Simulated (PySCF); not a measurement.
This PySCF input (HF/pcseg-3) gives -395.18179 Eh with 124 basis functions.

```python
import numpy as np, basis_set_exchange as bse
from pyscf import gto, scf, dft, df

basis = {'N': gto.basis.parse(bse.get_basis('pcseg-3', elements=['N'], fmt='nwchem')), 'P': gto.basis.parse(bse.get_basis('pcseg-3', elements=['P'], fmt='nwchem'))}
mol = gto.M(
    atom='''
    N    -0.00000000   -0.00000000   -1.01096879
    P     0.00000000    0.00000000    0.47178544
    ''',
    basis=basis,
    charge=0,
    verbose=4,
    max_memory=2160,
)
mf = scf.RHF(mol)
mf = mf.density_fit(auxbasis=df.autoaux(mol))
mf.conv_tol = 1e-9
mf.max_cycle = 100
print('smallest overlap eigenvalue', np.linalg.eigvalsh(mol.intor('int1e_ovlp'))[0])
mf.kernel()
dip = mf.dip_moment()
```

Change:
```diff
- basis = {'N': gto.basis.parse(bse.get_basis('pcseg-3', elements=['N'], fmt='nwchem')), 'P': gto.basis.parse(bse.get_basis('pcseg-3', elements=['P'], fmt='nwchem'))}
+ basis = {'N': gto.basis.parse(bse.get_basis('cc-pV(Q+d)Z', elements=['N'], fmt='nwchem')), 'P': gto.basis.parse(bse.get_basis('cc-pV(Q+d)Z', elements=['P'], fmt='nwchem'))}
```

### Question
What does the run give now?

### Answer
-395.18738 Eh (HF/cc-pV(Q+d)Z, 119 functions), a change of -5.59 mEh.
